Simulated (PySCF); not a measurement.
B(Cl)(Br)(NH2) (BBrClH2N), SMILES NB(Cl)Br. Atoms are numbered in the order given.

```xyz
6

B      0.4251     0.5897     0.0000
Cl    -0.7487     1.9060     0.0000
Br    -0.1862    -1.2374     0.0000
N      1.7844     0.8602     0.0000
H      2.4840     0.1300     0.0000
H      2.1453     1.8055     0.0000
```
Charge 0, spin multiplicity 1.

The structure is a stationary point at PBE0-D3(BJ)/def2-SVP. The values are those of a single conformer.

The numbers are results of TDDFT-CAM-B3LYP/def2-SVPD (PySCF), not measurements.

Vertical excitations.  State labels are in the subgroup Cs.

Q: Estimate the UV-visible absorptions. (An estimate is asked for; the answer gives what the named calculation found.)

A: 
| state | symmetry | energy (eV) | λ (nm) | f | main pairs |
|---|---|---|---|---|---|
| S1 | A" | 6.82 | 182 | 0.000 | HOMO→LUMO+1 98 % |
| S2 | A" | 7.29 | 170 | 0.002 | HOMO−1→LUMO 86 % |
| S3 | A' | 7.31 | 170 | 0.146 | HOMO−1→LUMO+1 92 % |
| S4 | A' | 7.42 | 167 | 0.039 | HOMO→LUMO 79 % |
| S5 | A" | 7.69 | 161 | 0.001 | HOMO−3→LUMO+1 96 % |
| S6 | A" | 7.80 | 159 | 0.019 | HOMO−1→LUMO+2 48 %, HOMO−2→LUMO 34 % |
| S7 | A' | 7.87 | 158 | 0.169 | HOMO−2→LUMO+1 81 % |
| S8 | A' | 8.02 | 155 | 0.014 | HOMO→LUMO+2 49 %, HOMO→LUMO+4 13 %, HOMO−2→LUMO+1 10 %, HOMO→LUMO+6 8 % |
| S9 | A" | 8.10 | 153 | 0.005 | HOMO−2→LUMO 44 %, HOMO−1→LUMO+4 21 %, HOMO−1→LUMO+2 15 % |
| S10 | A' | 8.48 | 146 | 0.191 | HOMO−3→LUMO 73 % |
| T1 | A' | 6.16 | 201 | 0 | HOMO−1→LUMO+1 74 %, HOMO−2→LUMO+1 18 % |
| T2 | A" | 6.70 | 185 | 0 | HOMO→LUMO+1 98 % |
| T3 | A' | 6.95 | 179 | 0 | HOMO−2→LUMO+1 74 %, HOMO−1→LUMO+1 21 % |
| T4 | A" | 7.07 | 175 | 0 | HOMO−1→LUMO 78 % |
Triplets are in the Tamm–Dancoff approximation, which puts them higher than full response would, so one can lie above its singlet here.
